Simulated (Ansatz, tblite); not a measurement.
Forces on the cluster Sn3S3 at its r2SCAN-D4/def2-SVP geometry. Total charge 0; singlet.

In the def2 sets Sn takes a core potential; there is no spin–orbit coupling. The xTB rows come from tblite. LC-ωPBE has ω = 0.4 bohr⁻¹. The structure comes from a short search, and lower isomers may exist.

GFN1-xTB (tblite), largest force 1.41 eV/Å:

```xyz
6
positions Å, forces eV/Å
Sn   -0.966   -0.954    1.126    0.854    0.764   -0.820
Sn    2.306    0.637    0.898   -1.042   -0.289   -0.406
Sn   -0.321    0.599   -1.628    0.360   -0.429    1.294
S     1.313   -1.250   -0.397   -0.678    0.773    0.276
S     0.010    1.615    0.913    0.096   -0.933   -0.503
S    -2.342   -0.647   -0.913    0.410    0.113    0.160
```

GFN2-xTB (tblite), largest force 0.66 eV/Å:

```
Sn -0.231 0.000 -0.229
Sn -0.375 -0.104 -0.146
Sn -0.291 -0.144 0.025
S 0.005 0.577 0.326
S 0.469 -0.445 -0.141
S 0.424 0.117 0.165
```

LC-ωPBE/def2-TZVP (Ansatz), largest force 1.25 eV/Å:

```
Sn 0.098 0.408 -0.795
Sn -1.131 -0.313 -0.440
Sn -0.260 -0.453 0.732
S -0.226 0.861 0.431
S 0.519 -0.779 -0.318
S 1.000 0.276 0.390
```
